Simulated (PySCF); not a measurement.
Mapped SMILES: `[CH3:1][O:2][C@@H:3]1[CH2:4][C@H:5]1[SiH2:6][Cl:7]` (H(Xn): hydrogen on atom n). Ha(C4) is cis to O2 on the ring; Ha(Si6) is pro-R; Hb(Si6) is pro-S; Hb(C4) is trans to O2 on the ring.

[PySCF: NMR shieldings at PBE0/pcSseg-1/GIAO; geometry from GFN2-xTB; isolated molecule; one conformer; rapidly exchanging positions averaged; relativity neglected]

Referencing at the same level of theory: ¹³C (σ = 186.93 ppm), ¹H (σ = 31.72 ppm), ²⁹Si (σ = 349.16 ppm) against TMS; H2O for ¹⁷O (σ = 336.08 ppm); HCl for ³⁵Cl (σ = 949.78 ppm).

| atoms | nucleus | count | δ (ppm) |
| --- | --- | --- | --- |
| H(C5) | ¹H | 1 | 0.22 |
| C1 | ¹³C | 1 | 60.9 |
| C4 | ¹³C | 1 | 11.6 |
| Si6 | ²⁹Si | 1 | -12.5 |
| Cl7 | ³⁵Cl | 1 | -49 |
| C3 | ¹³C | 1 | ? |
| C5 | ¹³C | 1 | 9.6 |
| H(C3) | ¹H | 1 | ? |
| Ha(Si6) | ¹H | 1 | 4.38 |
| O2 | ¹⁷O | 1 | ? |
| H(C1) | ¹H | 3 | 3.53 |
| Hb(C4) | ¹H | 1 | 0.50 |
| Ha(C4) | ¹H | 1 | 1.09 |
| Hb(Si6) | ¹H | 1 | ? |

Q: Estimate the values marked ?.

A: 
- C3: 61.5 ppm, three-membered-ring carbon; deshielded by the electronegative neighbour
- Hb(Si6): 5.28 ppm, hydrogen on a silicon bonded to C, Cl
- H(C3): 3.04 ppm, hydrogen on a three-membered-ring carbon; its carbon carries O, which withdraws density
- O2: 42.5 ppm, ether oxygen

Shifts are as computed. Against solution values, carbons near 30 ppm lie about +3 ppm off and those near 130 ppm about +5 ppm. Of 1211 compounds with measured shifts, 218 miss one by over three times the rms of a fit or turn the order of signals round; such compounds aren't used in these exercises. Experimental scales use liquid or dissolved standards, which lie at an offset from isolated H2O (liquid H2O: subtract about 36 ppm).
